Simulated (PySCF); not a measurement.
**Xe: excitation energy**

Xe [Xe] (1S) → Xe [Kr] 4d10 5s1 5p6 6p1 (3P), as a difference of total energies. All numbers are calculated (PySCF 2.14, a scalar-relativistic core potential, in aug-cc-pVQZ-PP with one added diffuse shell each of s, p, d, f, g type with ECP28MDF (8s8p6d4f3g, 117 functions)). Correlated levels: valence: 4s2 4p6 4d10 frozen. The calculations carry no spin-orbit coupling.

```csv
method,excitation energy (eV)
UHF,24.079
LDA,22.149
PBE,21.821
PBE0,22.641
r2SCAN,22.535
TPSSh,22.366
B2PLYP,22.614
CAM-B3LYP,23.051
MP2 (valence),22.911
SCS-MP2 (valence),22.662
```

Q: How much does correlation contribute at MP2 (valence)?

A: 22.911 − (24.079) = -1.168 eV, measured against UHF.

The upper state lies above the first ionisation limit, where it may autoionise and the basis confines it. A Rydberg-like electron needs more diffuse functions than a valence basis has.

The promoted electron is Rydberg-like, and one or two diffuse shells describe it only roughly, which tends to raise the upper state.
